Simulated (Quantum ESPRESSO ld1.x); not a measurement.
Q: The mean radii <r> (bohr) of the occupied orbitals of an atom or ion are listed with their occupations. Calculated with ld1.x of Quantum ESPRESSO 7.5: scalar-relativistic Kohn-Sham, LDA (Slater exchange, VWN5 correlation), spin-polarised, spherical densities, point nucleus.

orbital  occ.      <r>
1s up       1  0.01804
1s down     1  0.01804
2s up       1  0.07625
2s down     1  0.07625
2p up       3  0.06836
2p down     3  0.06836
3s up       1   0.1976
3s down     1   0.1976
3p up       3   0.1980
3p down     3   0.1980
3d up       5   0.1793
3d down     5   0.1793
4s up       1   0.4408
4s down     1   0.4408
4p up       3   0.4689
4p down     3   0.4688
4d up       5   0.5004
4d down     5   0.5001
5s up       1    1.035
5s down     1    1.029
5p up       3    1.204
5p down     3    1.194
4f up       7   0.5817
4f down     7   0.5780
5d up       4    1.764
6s up       1    2.707
6p up       1    3.469

Name the element and its charge. Open shells, if any, are filled with parallel spins first.

A: Z = 75, rhenium, charge +1: Re+ in [Xe] 4f14 5d4 6s1 6p1. The 1s radius gives Z: for a bare nucleus <r> = (2 gamma + 1)/(2Z) with gamma = sqrt(1 - (Z/c)^2), 0.01783 bohr for Z = 75, and screening makes it slightly larger (0.01804 here). The occupations add up to 74, and the charge is Z minus that.
